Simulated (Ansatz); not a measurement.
Job for Ansatz (an electronic-structure program): U-B3LYP/def2-TZVPP on CH4OSn (SMILES [CH3][Sn][OH]), a point of a bond scan (R = 3.498 Å). Elements past Kr take the def2 small-core potentials; no spin–orbit coupling.

Ansatz 0.2 input:
```yaml
crystal:
  periodic: [false, false, false]
  atoms:
    - {symbol: Sn, position_ang: [0.02238006, -0.06360862, 0.38858019]}
    - {symbol: C, position_ang: [0.41947667, 1.60722086, -0.98166041]}
    - {symbol: H, position_ang: [-1.56930416, 4.36592672, -0.16336105]}
    - {symbol: H, position_ang: [0.20079564, 1.28779189, -2.00052818]}
    - {symbol: H, position_ang: [1.46422512, 1.92099925, -0.91166492]}
    - {symbol: O, position_ang: [-0.53752719, -1.25054683, -1.13046981]}
    - {symbol: H, position_ang: [-0.79864880, -2.13662709, -0.85715367]}
basis:
  gaussian:
    orbitals: def2-TZVPP
hamiltonian:
  xc: {name: B3LYP}
magnetization: {spin_polarized: true, initial_magnetization: 0}
```

The log:

```
WARN ansatz: RAYON_NUM_THREADS=1 ignored (pool sized by the plan → 1); use --threads N
Functional definition: B3LYP
integrals: 0.06 GiB planned
999 factors; their error is unknown
mean field: 0.82 GiB planned
mean field evaluation 1: about -8950.3409 eV, gradient 6.9e1 eV
mean field evaluation 2: about -8815.6385 eV, gradient 1.5e2 eV
mean field evaluation 4: about -8962.3640 eV, gradient 4.3e1 eV
mean field evaluation 8: about -8978.6837 eV, gradient 1.4e0 eV
mean field evaluation 16: about -8978.7630 eV, gradient 9.4e-2 eV
mean field evaluation 32: about -8980.1145 eV, gradient 4.1e-2 eV
mean field evaluation 64: about -8979.9720 eV, gradient 2.0e0 eV
mean field -8980.11453078 eV, -330.0131220658 hartree, gradient 8.3e-6 eV, S^2 0.988460; 5 other end points of the search recorded, 0 dependent functions left out
reference -8980.11480084 eV, -330.0131319903 hartree; 20, 20 occupied and 148, 148 virtual orbitals, 999 factors
Total energy: -8980.11480084 eV, -330.0131319903 hartree
```

Self-consistency was reached. Its determinant has ⟨S²⟩ = 0.99, a mixture of spin states.

Cost: roughly 10 core-seconds.
